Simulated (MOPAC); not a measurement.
Input for MOPAC: PM6 on GeH4Si (SMILES [SiH3][GeH]), a point of a torsion scan.

```
PM6 1SCF PRECISE CHARGE=0 THREADS=1
GeH4Si

Si    -0.57428616 1     0.03751161 1    -0.03966121 1
Ge     1.66015522 1     0.93615467 1     0.00261788 1
H     -0.84288847 1    -0.74206909 1     1.18334194 1
H     -1.57265079 1     1.12319931 1    -0.01840530 1
H     -0.99206649 1    -0.83615433 1    -1.14370379 1
H      2.03774660 1     0.13239736 1    -1.35261234 1
```

Output:

```
*******************************************************************************
 **                                                                           **
 **                              MOPAC v23.2.5                                **
 **                                                                           **
 *******************************************************************************
 ** MOPAC's Digital Object Identifier: https://doi.org/10.5281/zenodo.6511958 **
 **                                                                           **
 ** Please cite the open-source release paper for use of this MOPAC version:  **
 ** J. E. Moussa and J. J. P. Stewart (2026)                                  **
 ** MOPAC: An open-source semiempirical molecular orbital program             **
 ** J. Open Source Softw., 11(119), 8025, https://doi.org/10.21105/joss.08025 **
 *******************************************************************************

                              PM6 CALCULATION RESULTS

 *******************************************************************************
 *  PM6        - The PM6 Hamiltonian to be used
 *
 *
 *
 *                 CHARGE ON SYSTEM = 0
 *
 *
 *
 *  PRECISE    - TIGHTER CRITERIA TO BE USED
 *  1SCF       - DO 1 SCF AND THEN STOP
 *  THREADS=1  - MULTI-THREADING NOT USED
 *  T=         - A TIME OF 172800.0 SECONDS REQUESTED
 *  DUMP=N     - RESTART FILE WRITTEN EVERY 7200.0 SECONDS REQUESTED
 *******************************************************************************
PM6 1SCF PRECISE CHARGE=0 THREADS=1
 GeH4Si

   ATOM   CHEMICAL          X               Y               Z
  NUMBER   SYMBOL      (ANGSTROMS)     (ANGSTROMS)     (ANGSTROMS)

     1      Si         -0.57428616  *   0.03751161  *  -0.03966121  *
     2      Ge          1.66015522  *   0.93615467  *   0.00261788  *
     3       H         -0.84288847  *  -0.74206909  *   1.18334194  *
     4       H         -1.57265079  *   1.12319931  *  -0.01840530  *
     5       H         -0.99206649  *  -0.83615433  *  -1.14370379  *
     6       H          2.03774660  *   0.13239736  *  -1.35261234  *



          CARTESIAN COORDINATES

    NO.       ATOM           X           Y           Z

     1        Si         -0.5743      0.0375     -0.0397
     2        Ge          1.6602      0.9362      0.0026
     3         H         -0.8429     -0.7421      1.1833
     4         H         -1.5727      1.1232     -0.0184
     5         H         -0.9921     -0.8362     -1.1437
     6         H          2.0377      0.1324     -1.3526

 General Reference for PM6:
 "Optimization of Parameters for Semiempirical Methods V: Modification of NDDO Approximations
 and Application to 70 Elements", J. J. P. Stewart, J. Mol. Mod., 13, 1173-1213 (2007)
 URL: https://link.springer.com/article/10.1007/s00894-007-0233-4

           Empirical Formula: H4 Si Ge  =     6 atoms



      MOLECULAR POINT GROUP   :   Cs


      RHF CALCULATION, NO. OF DOUBLY OCCUPIED LEVELS = 6


 -------------------------------------------------------------------------------
 PM6 1SCF PRECISE CHARGE=0 THREADS=1
 GeH4Si



     1SCF WAS SPECIFIED, SO BFGS WAS NOT USED
     SCF FIELD WAS ACHIEVED


                              PM6 CALCULATION
                                                       MOPAC v23.2.5 Linux




          FINAL HEAT OF FORMATION =        291.00177 KCAL/MOL =    1217.55139 KJ/MOL


          COSMO AREA              =        116.59 SQUARE ANGSTROMS
          COSMO VOLUME            =        108.68 CUBIC ANGSTROMS

          IONIZATION POTENTIAL    =          7.903370 EV
          HOMO LUMO ENERGIES (EV) =         -7.903 -2.505
          NO. OF FILLED LEVELS    =          6
          MOLECULAR WEIGHT        =        104.7071         POINT GROUP:  Cs

          MOLECULAR DIMENSIONS (Angstroms)

            Atom       Atom       Distance
            H     6    H     4     3.97451
           Ge     2    H     5     2.99745
            H     4    H     3     2.18784


          SCF CALCULATIONS        =          1





   ATOM   CHEMICAL          X               Y               Z
  NUMBER   SYMBOL      (ANGSTROMS)     (ANGSTROMS)     (ANGSTROMS)

     1      Si         -0.57428616  *   0.03751161  *  -0.03966121  *
     2      Ge          1.66015522  *   0.93615467  *   0.00261788  *
     3       H         -0.84288847  *  -0.74206909  *   1.18334194  *
     4       H         -1.57265079  *   1.12319931  *  -0.01840530  *
     5       H         -0.99206649  *  -0.83615433  *  -1.14370379  *
     6       H          2.03774660  *   0.13239736  *  -1.35261234  *

                             CARTESIAN COORDINATES

   1   Si       -0.574286160     0.037511610    -0.039661210
   2   Ge        1.660155220     0.936154670     0.002617880
   3    H       -0.842888470    -0.742069090     1.183341940
   4    H       -1.572650790     1.123199310    -0.018405300
   5    H       -0.992066490    -0.836154330    -1.143703790
   6    H        2.037746600     0.132397360    -1.352612340


           Empirical Formula: H4 Si Ge  =     6 atoms



      MOLECULAR POINT GROUP   :   Cs


                  EIGENVALUES
 -19.61592 -16.17263 -12.08142 -11.91159  -9.97200  -7.90337  -2.50459  -0.28532
   0.53385   0.65228   1.41642   1.54617   1.58076   2.48373   3.48294   4.39181
   4.40124


              NET ATOMIC CHARGES AND DIPOLE CONTRIBUTIONS

  ATOM NO.   TYPE          CHARGE      No. of ELECS.   s-Pop       p-Pop       d-Pop
    1         Si           0.055973        3.9440     1.27372     2.23515     0.43516
    2         Ge          -0.046796        4.0468     1.63924     2.40755
    3          H          -0.009466        1.0095     1.00947
    4          H          -0.009516        1.0095     1.00952
    5          H          -0.021978        1.0220     1.02198
    6          H           0.031784        0.9682     0.96822
 DIPOLE           X         Y         Z       TOTAL
 POINT-CHG.    -0.002    -0.109    -0.150     0.186
 HYBRID        -0.875    -1.337    -1.444     2.154
 SUM           -0.877    -1.447    -1.593     2.324


          ATOMIC ORBITAL ELECTRON POPULATIONS

     Atom    s        px        py        pz      x^2-y^2     xz        z^2       yz        xy
    1 Si   1.27372   0.74161   0.75122   0.74231   0.03635   0.03214   0.09251   0.15017   0.12399
    2 Ge   1.63924   1.06514   0.53037   0.81205
    3  H   1.00947
    4  H   1.00952
    5  H   1.02198
    6  H   0.96822

 **********************
 *                    *
 * JOB ENDED NORMALLY *
 *                    *
 **********************




 == MOPAC DONE ==
```

The run finished.

Cost: very roughly 0.020 core-seconds.
